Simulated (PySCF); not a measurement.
Al2(mu-F)2(Cl)4, Al2Cl4F2, singlet at its PBE0/def2-SVP optimised geometry (Å):

```
8

Al    -0.6545    -1.2427    -0.0006
Al     0.6545     1.2428     0.0000
F      0.0000    -0.0003     1.1688
Cl    -2.7301    -1.2426    -0.0005
Cl     0.5197    -2.9543    -0.0006
F      0.0001     0.0003    -1.1693
Cl    -0.5199     2.9543     0.0000
Cl     2.7301     1.2428     0.0000
```

Method: PBE0/def2-TZVP (PySCF 2.14.0). Cells within 0.4 Å of a nucleus heavier than hydrogen are left out (blank, or x).

Map of the electrostatic potential (hartree/e), clipped to [-0.08, 0.12] on the plane z = 0.0 Å:

```
|00000000000000000000000000000|
|00000000001111000000000000000|
|00000000012454200000000000000|
|00000000026999941000000000000|
|00000000149999993110000000000|
|000000001599xx997321000000000|
|000000001599xx999753110000000|
|00000000039999999996555310000|
|00000000017999999999999972000|
|00000000013899999999999996100|
|000000001237999xx9999xx999200|
|000000001258999xx9999xx999210|
|00000001236999999999999996100|
|00000011358999999999999982100|
|00002466689999999998666420000|
|00128999999999999985311000000|
|00169999999999999963210000000|
|012999xx9999xx999852100000000|
|002999xx9999xx999732100000000|
|00169999999999999831000000000|
|00027999999999999971000000000|
|00001355569999999993000000000|
|000000011357999xx995100000000|
|000000000123799xx995100000000|
|00000000001139999994100000000|
|00000000000014999962000000000|
|00000000000000245421000000000|
|00000000000000011110000000000|
|00000000000000000000000000000|
```
Scale: ten equal steps from -0.007 (start of '0') to 0.120 (end of '9'), in the order '0123456789'; x runs from -5.00 to 5.00, y from -5.00 (bottom) to 5.00 (top).
